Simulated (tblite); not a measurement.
Species: C5H9OP.
Cartesian coordinates in Å at the GFN2-xTB level; atoms count from 1:
```
atom  x, y, z in Å
C1    -1.642    1.939    0.509
C2    -1.248    0.927   -0.244
P3     0.003   -0.215    0.414
C4    -0.742   -1.881    0.206
O5     0.435    0.077    1.784
C6     1.328   -0.151   -0.828
C7     2.545    0.185   -0.439
H8    -1.228    2.054    1.499
H9    -2.370    2.667    0.188
H10   -1.622    0.757   -1.243
H11   -1.600   -1.947    0.873
H12   -0.001   -2.618    0.510
H13   -1.052   -2.066   -0.818
H14    1.078   -0.373   -1.855
H15    3.382    0.257   -1.115
H16    2.728    0.396    0.602
```

All values are computed: GFN2-xTB (tblite) harmonic vibrations without scaling, gas phase. The method is semi-empirical: single wavenumbers can be off by several per cent or more. One conformer, not necessarily the lowest.

Harmonic wavenumbers (cm⁻¹): 61.0, 94.6, 159.8, 163.2, 183.7, 201.2, 245.6, 300.1, 402.8, 442.4, 507.9, 587.9, 668.2, 708.3, 755.8, 846.0, 846.2, 907.4, 908.7, 966.6, 983.5, 1012.3, 1015.9, 1225.1, 1230.3, 1265.8, 1307.8, 1376.8, 1380.2, 1424.6, 1436.5, 1662.4, 1668.2, 3006.0, 3008.3, 3035.6, 3055.8, 3059.7, 3080.5, 3081.3, 3110.9, 3112.1.

A = 2817, B = 1801, C = 1546 MHz; mass 116.039 u (most abundant isotopes); point group Cs, symmetry number 1.

Problem. What is the zero-point energy?

Solution. Half the sum of the wavenumbers: 27248 cm⁻¹ = 77.91 kcal/mol.

Problem. Give the ideal-gas entropy at 350 K and 1 bar in the rigid-rotor, harmonic-oscillator model (classical rotation).

Solution. Translation 40.98, rotation 28.58, vibration 30.33: S = 99.9 cal/(mol K).

Problem. And Cp and H(350 K) − H(0)?

Solution. Cp = 39.43 cal/(mol K), of which vibrations give 31.48 (their classical limit is 42 R = 83.5); H(350 K) − H(0) = 8.47 kcal/mol without the zero-point energy, 5.68 from vibrations.

Problem. What must be added to the electronic energy to get the Gibbs energy at 350 K and 1 bar?

Solution. ZPE + [H(350 K) − H(0)] − T·S = 77.91 + 8.47 − 34.97 = 51.41 kcal/mol.

Problem. Which modes carry the vibrational entropy at 350 K?

Solution. 61.0 cm⁻¹: 4.74; 94.6 cm⁻¹: 3.88; 159.8 cm⁻¹: 2.86; 163.2 cm⁻¹: 2.82; 183.7 cm⁻¹: 2.59; 201.2 cm⁻¹: 2.42 cal/(mol K); the other 36 give 11.03 together.

Problem. How do the functions run with temperature in this model?

Solution. 
```tsv
T (K)	S (cal/(mol K))	Cp (cal/(mol K))	H − H(0) (kcal/mol)	G − H(0) (kcal/mol)	ln q(vib)
100	66.3	18.0	1.23	-5.41	1.22
200	81.6	26.9	3.48	-12.85	3.55
300	94.1	35.4	6.59	-21.65	5.92
500	115.8	49.8	15.19	-42.70	10.54
800	142.4	63.2	32.32	-81.58	17.00
1000	157.2	69.2	45.60	-111.56	20.93
```

q(vib) and H(0) count from the zero-point level.

Hindered rotation and anharmonicity are outside this model. Other conformers, if any are populated, would add a mixing term that is left out.
